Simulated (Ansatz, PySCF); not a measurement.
Gas-phase reaction (SMILES): [Cl][Al]([Cl])[Cl] + N (NH3) → [NH2][Al]([Cl])[Cl] + Cl (HCl); ammonia cleaves one Al-Cl bond, a model of a ligand-exchange step.

Structures are relaxed separately at B3LYP-D3(BJ)/def2-TZVP in Ansatz (a quantum-chemistry and plane-wave program), one conformer each, not searched for the lowest. Cores are frozen in the correlated levels unless marked. No spin-orbit coupling. Non-relativistic. CBS(X,Y): correlation extrapolated as X^-3; Hartree-Fock from the larger set. Thermal terms are rigid-rotor harmonic-oscillator values from B3LYP-D3(BJ) frequencies (Ansatz or PySCF) at 298.15 K and 1 atm. 1 Eh = 627.5095 kcal/mol.

```csv
species,"E, CCSD(T)/CBS(cc-pV(T+d)Z,cc-pV(Q+d)Z) (Ansatz) (Eh)","E, wB97M-V/def2-TZVPD (Ansatz) (Eh)",H - E (Eh)
[Cl][Al]([Cl])[Cl],-1621.55610,-1623.22138,0.01106
N (NH3),-56.50369,-56.55014,0.03799
[NH2][Al]([Cl])[Cl],-1217.65891,-1218.95887,0.03578
Cl (HCl),-460.37849,-460.79070,0.01000
```

Task: Work out ΔE and ΔH at 298.15 K at the first level, then ΔH at the second.

Result: 
1. ΔE = [(-1217.65891) + (-460.37849)] - [(-1621.55610) + (-56.50369)] = 0.02239 Eh = 14.0 kcal/mol at CCSD(T)/CBS(cc-pV(T+d)Z,cc-pV(Q+d)Z).
2. The terms H - E add up to -0.00327 Eh, so ΔH = (0.02239 + (-0.00327))×627.5095 = 12.0 kcal/mol.
3. At wB97M-V/def2-TZVPD the same steps give ΔE = 13.8 and ΔH = 11.7 kcal/mol, a shift of -0.3 from the first level.
4. These values are not checked against measurement here, since the tables used lack a sound gas-phase enthalpy of formation for at least one species.
